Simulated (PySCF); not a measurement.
## Spinor energies of Sr(19+) (strontium, charge +19)

Start: [Ar] 3d1; 3d3/2 filled at m_j = +3/2. Calculated with PySCF 2.14 in an even-tempered Gaussian basis (16 s from 2.1 bohr⁻², ratio 2.8; 12 p from 2.7 bohr⁻², ratio 2.8; 8 d from 2.7 bohr⁻², ratio 2.8; 4 f from 8 bohr⁻², ratio 3): generalised Hartree-Fock with the X2C-1e Hamiltonian and a Gaussian nucleus; one run each with spin-orbit coupling (SO) switched off, then screened by Boettger's factors.

```tsv
spinor shell	electrons	ε, spin-free (eV)	ε, screened SO (eV)	weight of nominal j (screened SO)	rms radius, screened SO (bohr)
1s1/2	2	-16917.5	-16916.8	1.000	0.0451
2s1/2	2	-2974.7	-2974.4	1.000	0.185
2p1/2	2	-2719.1	-2768.0	1.000	0.162
2p3/2	4	-2719.1	-2695.6	1.000	0.166
3s1/2	2	-974.32	-974.23	1.000	0.474
3p1/2	2	-884.33	-896.44	0.991	0.467
3p3/2	4	-884.33	-878.45	0.995	0.475
3d3/2	1	-774.92	-776.50	1.000	0.430
```

| quantity | spin-free | screened SO |
| --- | --- | --- |
| E (hartree) | -2977.21205 | -2977.52283 |
| M_J | 3/2 | 3/2 |
| ⟨J²⟩ | 4.081 | 3.751 |
| ⟨L²⟩ | 6.002 | 6.005 |
| ⟨S²⟩ | 0.751 | 0.754 |

Each row is a mean over spinors that exchange with the open shell spreads, by up to 11.214 eV (3p1/2).

Breit and QED terms are absent; they matter most for the inner s and p1/2 levels.

Densities and radii are taken from the X2C orbitals without a picture-change correction, which distorts them close to the nucleus.

Without spin-orbit coupling the j labels of p, d and f shells carry no meaning; the spin-free column gives the mean over the occupied spinors of each nl shell, and its ⟨J²⟩ belongs to a mixture of degenerate components.
